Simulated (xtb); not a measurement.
NO (SMILES [N]=O), doublet, from a rough starting geometry; GFN2-xTB in xtb.

Here is a job for xtb.
```
$ xtb mol.xyz --gfn 2 --uhf 1 --opt vtight --json

# file mol.xyz
2

N      0.08949327     0.02028450    -0.58982788
O     -0.06799462     0.04213798     0.56267436
```

Output, abridged:

```
   ID    Z sym.   atoms
    1    7 N      1
    2    8 O      2

           -------------------------------------------------
          |                Calculation Setup                |
           -------------------------------------------------

           -------------------------------------------------
          |                 G F N 2 - x T B                 |
           -------------------------------------------------

          ...................................................
          :                      SETUP                      :
          :.................................................:
          :  # basis functions                   8          :
          :  # atomic orbitals                   8          :
          :  # shells                            4          :
          :  # electrons                        11          :
          :  max. iterations                   250          :
          :  Hamiltonian                  GFN2-xTB          :
          :  restarted?                      false          :
          :  GBSA solvation                  false          :
          :  PC potential                    false          :
          :  electronic temp.          300.0000000     K    :
          :  accuracy                    1.0000000          :
          :  -> integral cutoff          0.2500000E+02      :
          :  -> integral neglect         0.1000000E-07      :
          :  -> SCF convergence          0.1000000E-05 Eh   :
          :  -> wf. convergence          0.1000000E-03 e    :
          :  Broyden damping             0.4000000          :
          :  net charge                          0          :
          :  unpaired electrons                  1          :
          ...................................................

 iter      E             dE          RMSdq      gap      omega  full diag
   1     -6.8348872 -0.683489E+01  0.761E+00    0.00       0.0  T
   2     -6.8530839 -0.181967E-01  0.301E+00    0.00       1.0  T
   3     -6.8548875 -0.180354E-02  0.205E+00    0.00       1.0  T
   4     -6.8555732 -0.685779E-03  0.127E-01    0.00       1.0  T
   5     -6.8555637  0.951375E-05  0.119E-01    0.00       1.0  T
   6     -6.8555757 -0.119324E-04  0.992E-03    0.00       7.1  T
   7     -6.8555757 -0.520624E-07  0.140E-03    0.00      50.5  T
   8     -6.8555757 -0.123745E-08  0.319E-05    0.00    2214.1  T
   9     -6.8555757 -0.868638E-12  0.960E-07    0.00   73657.8  T

[...]
         :: total energy              -6.828221228982 Eh    ::
 * total energy  :    -6.8282212 Eh     change       -0.4440892E-14 Eh
 * total energy  :    -6.8283410 Eh     change       -0.1197603E-03 Eh
 * total energy  :    -6.8283410 Eh     change       -0.4737629E-08 Eh
   *** GEOMETRY OPTIMIZATION CONVERGED AFTER 3 ITERATIONS ***
         :: total energy              -6.828340994094 Eh    ::
[...]
         2        2.0000           -0.6712988             -18.2670
         3        2.0000           -0.6261535             -17.0385
         4        2.0000           -0.6261535             -17.0385
         5        2.0000           -0.5100553             -13.8793
         6        0.5000           -0.3558670              -9.6836 (HOMO)
         7        0.5000           -0.3558669              -9.6836 (LUMO)
         8                          0.4195168              11.4156
      -------------------------------------------------------------
                  HL-Gap            0.0000000 Eh            0.0000 eV
             Fermi-level           -0.3944140 Eh          -10.7326 eV

     #   Z          covCN         q      C6AA      α(0)
     1   7 N        0.923     0.063    20.085     6.476
     2   8 O        0.923    -0.063    15.964     5.358

 Mol. C6AA /au·bohr⁶  :         71.758801
 Mol. C8AA /au·bohr⁸  :       1518.721109
 Mol. α(0) /au        :         11.833986

Wiberg/Mayer (AO) data.
largest (>0.10) Wiberg bond orders for each atom

 ---------------------------------------------------------------------------
     #   Z sym  total        # sym  WBO       # sym  WBO       # sym  WBO
 ---------------------------------------------------------------------------
     1   7 N    2.133 --     2 O    2.133
     2   8 O    2.133 --     1 N    2.133
 ---------------------------------------------------------------------------

Topologies differ in total number of bonds
Writing topology from bond orders to xtbtopo.mol

molecular dipole:
                 x           y           z       tot (Debye)
 q only:        0.019      -0.003      -0.137
   full:       -0.009       0.001       0.066       0.170
molecular quadrupole (traceless):
                xx          xy          yy          xz          yz          zz
 q only:       -0.003       0.002      -0.004      -0.005      -0.012       0.007
  q+dip:        0.460       0.003       0.487       0.198      -0.021      -0.947
   full:        0.751       0.005       0.794       0.322      -0.038      -1.545

optimized geometry written to: xtbopt.xyz

           -------------------------------------------------
          | TOTAL ENERGY               -6.828340994094 Eh   |
          | GRADIENT NORM               0.000093905796 Eh/α |
          | HOMO-LUMO GAP               0.000000618827 eV   |
           -------------------------------------------------

normal termination of xtb
```
